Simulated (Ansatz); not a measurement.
Total energies of `[CH3][Zn][Br]`.

```
atom    x (Å)    y (Å)    z (Å)
  C1  -0.2912   0.6923   0.3501
 Zn2   0.3866  -0.9197  -0.4649
 Br3   1.1767  -2.7975  -1.4146
  H4  -0.9792   1.1990  -0.3291
  H5   0.5304   1.3712   0.5856
  H6  -0.8233   0.4547   1.2730
```

Charge 0, multiplicity 1. For Zn the d shell is correlated and the shells below it are frozen. Correlated methods include outer-core shells of Br, which these sets cover unevenly. Scalar relativity is left out up to krypton. All single points use the PBE0-D4/def2-TZVP geometry. Basis def2-TZVPP, Ansatz 0.2.0.

RPA on PBE orbitals: Hartree–Fock energy of these orbitals -4389.85122 Eh, correlation -1.34725 Eh (frozen core).

```csv
functional,energy without D4 (Eh),D4 term (kJ/mol)
LC-ωPBE,-4392.93242,–
B2PLYP,-4392.83802,–
```

Task: Give the same for LDA (SPW92), PBE, revPBE, BLYP, r2SCAN, B97M-V, PBE0, B3LYP, r2SCANh, r2SCAN0, HSE06 (plane-wave form), BHLYP, CAM-B3LYP, ωB97X-V, ωB97M-V, PBE-QIDH. (An estimate is asked.)

Result: The calculation gave: 
| functional | energy without D4 (Eh) | D4 term (kJ/mol) |
| --- | --- | --- |
| LDA (SPW92) | -4386.70228 | – |
| PBE | -4392.82679 | -8.7 |
| revPBE | -4393.18648 | -24.4 |
| BLYP | -4393.62572 | -18.7 |
| r2SCAN | -4393.48623 | -2.0 |
| B97M-V | -4392.72070 | – |
| PBE0 | -4392.94333 | -7.4 |
| B3LYP | -4393.62409 | -14.1 |
| r2SCANh | -4393.46878 | -2.2 |
| r2SCAN0 | -4393.44434 | -2.5 |
| HSE06 (plane-wave form) | -4392.94359 | -7.0 |
| BHLYP | -4393.46422 | -12.2 |
| CAM-B3LYP | -4393.75437 | -7.6 |
| ωB97X-V | -4393.12357 | – |
| ωB97M-V | -4393.27254 | – |
| PBE-QIDH | -4392.38335 | – |

B3LYP takes the VWN-RPA correlation (the form of Gaussian; ORCA's B3LYP/G). HSE06 is the plane-wave form, built on full-range PBE exchange. The double hybrids freeze the cores in their second-order part.

LC-ωPBE has ω = 0.4 bohr⁻¹.
